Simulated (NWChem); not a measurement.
System: Si₂H₅, doublet; SMILES [SiH3][SiH2]

Here is an NWChem input.

```
start job
memory heap 200 mb stack 900 mb global 1100 mb
geometry units angstroms noautoz
  Si     0.118272    -1.223441     0.089336
  Si     0.037146     1.106756     0.021802
  H      1.066328    -1.837982    -0.891213
  H     -1.217679    -1.891084     0.003263
  H     -0.850393     1.595110     1.120812
  H      1.414596     1.648376     0.230105
  H     -0.487566     1.627150    -1.281265
end
basis spherical
  * library def2-svp
end
dft
  odft
  mult 2
  xc xpbe96 cpbe96
  iterations 150
end
tddft
  cis
  nroots 6
end
task tddft energy
```

NWChem printed, in part:

```
             Northwest Computational Chemistry Package (NWChem) 7.3.0
             --------------------------------------------------------

 CS  symmetry detected

                             Geometry "geometry" -> ""
                             -------------------------

 Output coordinates in angstroms (scale by  1.889725989 to convert to a.u.)

  No.       Tag          Charge          X              Y              Z
 ---- ---------------- ---------- -------------- -------------- --------------
    1 Si                  14.0000     0.06366985    -1.20994303     0.00000000
    2 Si                  14.0000     0.00708122     1.12195707     0.00000000
    3 H                    1.0000    -0.51344340    -1.84237917     1.22674313
    4 H                    1.0000    -0.51344340    -1.84237917    -1.22674313
    5 H                    1.0000     0.71289676     1.62624368    -1.21720565
    6 H                    1.0000     0.71289676     1.62624368     1.21720565
    7 H                    1.0000    -1.38942171     1.66407440     0.00000000

 Effective nuclear repulsion energy (a.u.)      82.4588909796

      Symmetry information
      --------------------

 Group name             Cs
 Group number              2
 Group order               2
 No. of unique centers     5

  pbe96 is a nonlocal functional; adding pw91lda local functional.

                                 NWChem DFT Module
                                 -----------------

 Summary of "ao basis" -> "ao basis" (spherical)
 ------------------------------------------------------------------------------
       Tag                 Description            Shells   Functions and Types
 ---------------- ------------------------------  ------  ---------------------
 Si                         def2-svp                 8       18   4s3p1d
 H                          def2-svp                 3        5   2s1p

      Symmetry analysis of basis
      --------------------------

        a'         40
        a"         21

            General Information
            -------------------
          SCF calculation type: DFT
          Wavefunction type:  spin polarized.
          No. of atoms     :     7
          No. of electrons :    33
           Alpha electrons :    17
            Beta electrons :    16
          Charge           :     0
          Spin multiplicity:     2
          Use of symmetry is: off; symmetry adaption is: on
          Maximum number of iterations: 150
          AO basis - number of functions:    61
                     number of shells:    31
          Convergence on energy requested:  1.00D-06
          Convergence on density requested:  1.00D-05
          Convergence on gradient requested:  5.00D-04

              XC Information
              --------------
          PerdewBurkeErnzerhof Exchange Functional  1.000
            Perdew 1991 LDA Correlation Functional  1.000 local
           PerdewBurkeErnz. Correlation Functional  1.000 non-local

             Grid Information
             ----------------
          Grid used for XC integration:  medium
          Radial quadrature: Mura-Knowles
          Angular quadrature: Lebedev.
          Tag              B.-S. Rad. Rad. Pts. Rad. Cut. Ang. Pts.
          ---              ---------- --------- --------- ---------
          Si                  1.10       88          10.0       590
          H                   0.35       45          11.0       434
          Grid pruning is: on
          Number of quadrature shells:   401
          Spatial weights used:  Erf1

      Superposition of Atomic Density Guess
      -------------------------------------

 Sum of atomic energies:        -579.97348371

      Non-variational initial energy
      ------------------------------

 Total energy =    -580.421058
 1-e energy   =    -967.400130
 2-e energy   =     304.520181
 HOMO         =      -0.136950
 LUMO         =       0.078369

   Symmetry analysis of molecular orbitals - initial alpha
   -------------------------------------------------------

  Numbering of irreducible representations:

     1 a'          2 a"

  Orbital symmetries:

     1 a'          2 a'          3 a'          4 a'          5 a"
     6 a'          7 a'          8 a"          9 a'         10 a'
    11 a'         12 a'         13 a"         14 a'         15 a"
    16 a'         17 a'         18 a"         19 a'         20 a'
    21 a'         22 a'         23 a"         24 a'         25 a'
    26 a"         27 a'

[...]

                                NWChem TDDFT Module
                                -------------------

            General Information
            -------------------
           No. of orbitals :     122
            Alpha orbitals :      61
             Beta orbitals :      61
        Alpha frozen cores :       0
         Beta frozen cores :       0
     Alpha frozen virtuals :       0
      Beta frozen virtuals :       0
         Spin multiplicity :       2
    Number of AO functions :      61
        Use of symmetry is : off
      Symmetry adaption is : on
         Schwarz screening :  0.10D-07

              XC Information
              --------------
   PerdewBurkeErnzerhof Exchange Functional   1.00
     Perdew 1991 LDA Correlation Functional   1.00 local
    PerdewBurkeErnz. Correlation Functional   1.00 non-local

             TDDFT Information
             -----------------
          Calculation type : Tamm-Dancoff TDDFT
         Wavefunction type : Unrestricted
          No. of electrons :      33
           Alpha electrons :      17
            Beta electrons :      16
              No. of roots :       6
          Max subspacesize :    5200
            Max iterations :     100
               Target root :       1
           Target symmetry : none
      Symmetry restriction : off
                 Algorithm : Optimal
        Davidson threshold :  0.10D-03

    6 smallest eigenvalue differences (eV)
--------------------------------------------------------
  No. Spin  Occ  Vir  Irrep   E(Occ)    E(Vir)   E(Diff)
--------------------------------------------------------
    1    2   16   17 a'       -0.273    -0.130     3.889
    2    1   17   18 a"       -0.190    -0.018     4.673
    3    2   15   17 a"       -0.303    -0.130     4.708
    4    2   14   17 a'       -0.315    -0.130     5.023
    5    1   17   19 a'       -0.190    -0.003     5.105
    6    2   13   17 a"       -0.326    -0.130     5.335
--------------------------------------------------------

  Entering Davidson iterations
  Unrestricted

  Iter   NTrls   NConv    DeltaV     DeltaE      Time
  ----  ------  ------  ---------  ---------  ---------
    1      6       0     0.54E-01   0.10+100        1.1
    2     12       0     0.36E-01   0.52E-02        1.3
    3     18       0     0.80E-02   0.21E-02        1.3
    4     24       1     0.25E-02   0.18E-03        1.3
    5     29       4     0.49E-03   0.12E-04        1.1
    6     31       6     0.86E-04   0.44E-06        0.6
  ----  ------  ------  ---------  ---------  ---------
  Convergence criterion met

  Ground state a'       -581.427851572313 a.u.
  <S2> =   0.7531

  ----------------------------------------------------------------------------
  Root   1         a'             0.140908034 a.u.                3.8343 eV
  <S2> =   0.7728
  ----------------------------------------------------------------------------
     Transition Moments    X  0.10441   Y -0.21339   Z  0.00000
     Dipole Oscillator Strength                    0.0053016034
     Electric Quadrupole                           0.0000000138
     Magnetic Dipole                               0.0000005948
     Total Oscillator Strength                     0.0053022119

     Occ.   16 alpha a'  ---  Virt.   20 alpha a'       0.05189
     Occ.   17 alpha a'  ---  Virt.   19 alpha a'       0.11080
     Occ.   16 beta  a'  ---  Virt.   17 beta  a'      -0.98851
  ----------------------------------------------------------------------------
  Root   2         a"             0.168897186 a.u.                4.5959 eV
  <S2> =   0.7604
  ----------------------------------------------------------------------------
     Transition Moments    X -0.00000   Y -0.00000   Z -0.20567
     Dipole Oscillator Strength                    0.0047629200
     Electric Quadrupole                           0.0000000209
     Magnetic Dipole                               0.0000004051
     Total Oscillator Strength                     0.0047633461

     Occ.   17 alpha a'  ---  Virt.   18 alpha a"       0.91830
     Occ.   13 beta  a"  ---  Virt.   17 beta  a'      -0.12737
     Occ.   15 beta  a"  ---  Virt.   17 beta  a'      -0.36781
  ----------------------------------------------------------------------------
  Root   3         a"             0.172136819 a.u.                4.6841 eV
  <S2> =   0.7648
  ----------------------------------------------------------------------------
     Transition Moments    X -0.00000   Y  0.00000   Z  0.06433
     Dipole Oscillator Strength                    0.0004749671
     Electric Quadrupole                           0.0000000234
     Magnetic Dipole                               0.0000003030
     Total Oscillator Strength                     0.0004752935

     Occ.   17 alpha a'  ---  Virt.   18 alpha a"      -0.37167
     Occ.   15 beta  a"  ---  Virt.   17 beta  a'      -0.92561
  ----------------------------------------------------------------------------
  Root   4         a'             0.186681922 a.u.                5.0799 eV
  <S2> =   0.7856
  ----------------------------------------------------------------------------
     Transition Moments    X  0.14612   Y -0.20212   Z  0.00000
     Dipole Oscillator Strength                    0.0077415327
     Electric Quadrupole                           0.0000000445
     Magnetic Dipole                               0.0000000382
     Total Oscillator Strength                     0.0077416154

[...]
```

Level: PBE/def2-SVP, spin-unrestricted, TDA. Structure relaxed at the PBE0/def2-SVP, spin-unrestricted level. No stability test was run on the SCF state.
